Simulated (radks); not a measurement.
Values are calculated unless marked as measured or tabulated.
Q: Ru V, 40 electrons, occupied as [Kr] 4d4. Code: a radial shooting solver on a logarithmic mesh with Libxc functionals. Model: scalar-relativistic Kohn-Sham, r2SCAN, spin-polarised, spherical densities, finite nucleus; open shells are filled with parallel spins first (spin-orbit coupling, left out, can overturn this in heavy ions); meta-GGA in the generalised Kohn-Sham scheme; Fermi nuclear charge, rms radius 4.4809 fm. Some entries of the table are withheld. Estimate them.

orbital,occ.,eigenvalue (hartree),<r> (bohr)
1s down,1,-809.7944,0.03344
1s up,1,-809.7933,0.03344
2s up,1,-118.5895,0.1456
2s down,1,-118.5510,0.1456
2p up,3,-106.3109,0.1270
2p down,3,-106.2829,0.1270
3s up,1,-22.67401,0.4016
3s down,1,-22.66332,0.4016
3p up,3,-18.60569,0.4022
3p down,3,-18.59083,0.4023
3d up,5,-12.08453,0.3839
3d down,5,-12.05426,0.3839
4s up,1,-4.81569,1.009
4s down,1,-4.65696,1.003
4p up,3,-3.66286,1.099
4p down,3,-3.49164,1.092
4d up,4,-1.97414,(1)
4d down,0,-1.78260,(2)
5s up,0,(3),2.338
5s down,0,(4),2.451
5p up,0,-1.13783,(5)

A: 
(1) 4d up <r> (bohr): 1.358
(2) 4d down <r> (bohr): 1.354
(3) 5s up eigenvalue (hartree): -1.43820
(4) 5s down eigenvalue (hartree): -1.28154
(5) 5p up <r> (bohr): 2.675
